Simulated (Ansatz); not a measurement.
input.yaml

```yaml
crystal:
  lattice:
    - [6.42, 0.0, 0.0]
    - [-4.815, 8.339825, 0.0]
    - [0.0, 0.0, 5.21304]
  atoms:
    - { symbol: Mg, position: [0.0, 0.0, 0.0] }
    - { symbol: Mg, position: [0.1666667, 0.2222222, 0.5] }
    - { symbol: Mg, position: [0.0, 0.3333333, 0.0] }
    - { symbol: Mg, position: [0.1666667, 0.5555556, 0.5] }
    - { symbol: Mg, position: [0.0, 0.6666667, 0.0] }
    - { symbol: Mg, position: [0.1666667, 0.8888889, 0.5] }
    - { symbol: Mg, position: [0.5, 0.0, 0.0] }
    - { symbol: Mg, position: [0.6666667, 0.2222222, 0.5] }
    - { symbol: Mg, position: [0.5, 0.3333333, 0.0] }
    - { symbol: Mg, position: [0.6666667, 0.5555556, 0.5] }
    - { symbol: Mg, position: [0.5, 0.6666667, 0.0] }
    - { symbol: Mg, position: [0.6666667, 0.8888889, 0.5] }
    - { symbol: Li, position: [0.3360591, 0.4506307, 0.7534364] }
basis:
  ecutwfc: 420.0
kpoints:
  mp_grid: { grid: [4, 3, 4] }
hamiltonian:
  xc: pbe
scf:
  occupations: { method: fermi_dirac, width: 0.1 }
  lower_state_search: "off"
relax:
  f_tol: 0.03
  max_steps: 60
  adjacent_minimum: "off"
```

Launched with:

```bash
$ ansatz run input.yaml --threads 4 --pin off --max-ram 10240MiB --backend cpu --events-out ev --progress --plain --runs-dir out
```

Hardware: 4 threads of Intel(R) Xeon(R) Platinum 8259CL CPU @ 2.50GHz (Skylake/Cascade Lake), with other jobs on the host.

Problem. Roughly how long does this run take, and how much memory?

Solution. 84 s, with a peak of 1 GiB, for 9 ionic steps.
